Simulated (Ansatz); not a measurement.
Reaction (cleavage of the B–Si bond): `C[SiH2]B[SiH3]` + `C[SiH2]O` → `C[SiH2]OB[SiH3]` + `C[SiH3]`

Isolated molecules relaxed with PBE0-D4/def2-TZVP in Ansatz; ΔE leaves out vibrations. CCSD(T)/CBS is the MP2 limit (def2-TZVPP, def2-QZVPP) plus CCSD(T) − MP2 in def2-TZVPP, frozen cores. This one scheme is used for every species. Functionals use def2-TZVPP. B3LYP here is the variant with VWN-RPA as its local correlation; programs differ in this. Each species was taken in one conformer, which may not be the lowest.

(1) Is it downhill or uphill in electronic energy at CCSD(T)/CBS, and by how much? (Best estimate.)

(2) What do these levels give: PBE-D4, B3LYP-D4, B2PLYP, PBE, B3LYP, HF/def2-TZVPP, SCS-MP2/def2-TZVPP, HF/def2-QZVPP, MP2/def2-QZVPP, SCS-MP2/def2-QZVPP, HF/CBS(def2), CCSD/CBS(def2)? (An estimate is asked.)

Largest T1 diagnostic among the species: 0.013.

Results:

(1) Ansatz gave: Downhill: ΔE = -151.5 kJ/mol.

(2) Computed: PBE-D4 -143.1, B3LYP-D4 -158.1, B2PLYP -160.7, PBE -144.1, B3LYP -159.7, HF/def2-TZVPP -167.1, SCS-MP2/def2-TZVPP -161.5, HF/def2-QZVPP -168.2, MP2/def2-QZVPP -157.7, SCS-MP2/def2-QZVPP -160.0, HF/CBS(def2) -168.4, CCSD/CBS(def2) -151.7 kJ/mol.

In def2-TZVPP, CCSD(T) changes the Hartree–Fock value by +12.5 kJ/mol (the triples alone add +0.2 kJ/mol) and MP2 by +8.1 kJ/mol.
